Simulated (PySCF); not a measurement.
Species: C6H8O2.
Cartesian coordinates in Å at the GFN2-xTB level; atoms count from 1:
```
atom  x, y, z in Å
C1     2.4574   -0.3950   -0.2900
O2     1.0795   -0.6617   -0.4252
C3     0.2752    0.1511    0.3871
C4     0.0526    1.6344   -0.0530
O5     0.7816    2.5686   -0.2321
C6    -1.3714    1.3338   -0.2190
C7    -1.2119    0.0315    0.0944
C8    -2.0636   -1.1661    0.1298
H9     2.6984    0.6248   -0.6023
H10    2.7830   -0.5366    0.7477
H11    2.9689   -1.1074   -0.9341
H12    0.5526    0.0424    1.4478
H13   -2.2205    1.9319   -0.4950
H14   -1.6158   -1.9364   -0.4977
H15   -2.1032   -1.5597    1.1458
H16   -3.0705   -0.9468   -0.2157
```

The closed-shell ground state was solved at several levels (PySCF, density fitting, gas phase, non-relativistic).

```csv
level,basis functions,HOMO (eV),LUMO (eV),gap (eV),dipole (D)
CAM-B3LYP/def2-SVPD,230,-8.20,-0.16,8.04,3.55
PBE0/def2-SVPD,230,-6.76,-1.33,5.43,3.54
```

(1) What might PBE0/pcSseg-1 (176 basis functions) give for the same quantities?

(2) Over all these levels, which gives the widest orbital gap and which the narrowest?

(3) How far do the dipole and the HOMO energy spread over the levels?

Results:

(1) HOMO -6.66 eV, LUMO -1.26 eV, gap 5.40 eV, dipole 3.28 D.

(2) CAM-B3LYP/def2-SVPD (range-separated hybrid) has the widest, 8.04 eV, and PBE0/pcSseg-1 (global hybrid, 25 % exact exchange) the narrowest, 5.40 eV. Functional and basis both differ between the two, so the spread mixes both effects.

(3) The dipole runs from 3.28 to 3.55 D (mean 3.46 D) and the HOMO from -8.20 to -6.66 eV.

One conformer stands for the species.
